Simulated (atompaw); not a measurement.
## Pseudopotential generation for oxygen (O): PAW (atompaw), PBE, scalar-relativistic.

| Item | Value |
| --- | --- |
| Element | oxygen (O) |
| Generator | atompaw 4.2.0.5 |
| Type | PAW |
| Functional | PBE |
| Relativity | scalar-relativistic |
| Frozen core | [He] |
| Valence charge | 6 |
| Reference configuration | 2s1.75 2p4.25 |
| Partial waves | 2s (bound): rc 0.85 bohr; 2s channel at -1.45 Ry: rc 0.85 bohr; 2p (bound): rc 1.15 bohr; 2p channel at 1.25 Ry: rc 1.15 bohr |
| Local potential | troulliermartins scheme with l = 2 at 0 Ry, radius 1.10 bohr |
| Core correction | smooth core density matched at 0.60 bohr |
| Augmentation charge | sinc compensation charge, radius 1.10 bohr; PAW radius 1.15 bohr; waves and projectors: custom rrkj gramschmidtortho |

Poles of the logarithmic derivatives, all-electron (AE) and pseudo (PS). s: poles at 3.5 (AE) and 3.5 (PS) Ry. p: poles at 3.2 (AE) and 3.2 (PS) Ry. Test radius 1.15 bohr.

* Cutoffs needed: 55 Ry and 90 Ry (the cutoffs (Ry, on a coarse ladder) from which the occupation-weighted sum of valence levels, in a spherical-Bessel basis at the reference potential, stays within 10 and 1 mRy of its value at 400 Ry)
* Ghost test: no extra level below or beside the all-electron valence levels (s, p, d, f tested) (spherical-Bessel basis up to 400 Ry, 20 bohr box)
* Lowest eigenvalue of the overlap operator: 0.52 (s channel)
* Overlap eigenvalues printed by atompaw (projector basis): 2.11, 2.19, 2.76, 15.3
* Share of each valence orbital outside the PAW sphere: 2s 42 %, 2p 47 %
